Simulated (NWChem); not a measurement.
Molecule: RbCl; SMILES [Cl][Rb]

```xyz
2

Rb     0.0000     0.0000    -0.9031
Cl     0.0000     0.0000     1.9115
```
Atoms are numbered in this order, from 1.

Geometry: optimised at PBE0/def2-SVP. def2 effective core potentials on Rb; no spin-orbit coupling.

**Question.** List the 4 lowest vertical singlet excitations and the 4 lowest triplet ones from CAM-B3LYP/def2-SVP with def2 effective core potentials on Rb, full TDDFT (NWChem).

**Answer.** 
| state | energy (eV) | oscillator strength | leading excitation (squared amplitude) |
|---|---|---|---|
| S1 | 3.74 | 0.018 | HOMO → LUMO (0.90) |
| S2 | 3.74 | 0.018 | HOMO−1 → LUMO (0.90) |
| S3 | 4.01 | 0.074 | HOMO−2 → LUMO (0.89) |
| S4 | 5.15 | 0.000 | HOMO−1 → LUMO+1 (0.31) |
| T1 | 3.70 | spin-forbidden | HOMO → LUMO (0.88) |
| T2 | 3.70 | spin-forbidden | HOMO−1 → LUMO (0.88) |
| T3 | 3.80 | spin-forbidden | HOMO−2 → LUMO (0.87) |
| T4 | 5.15 | spin-forbidden | HOMO−1 → LUMO+1 (0.34) |
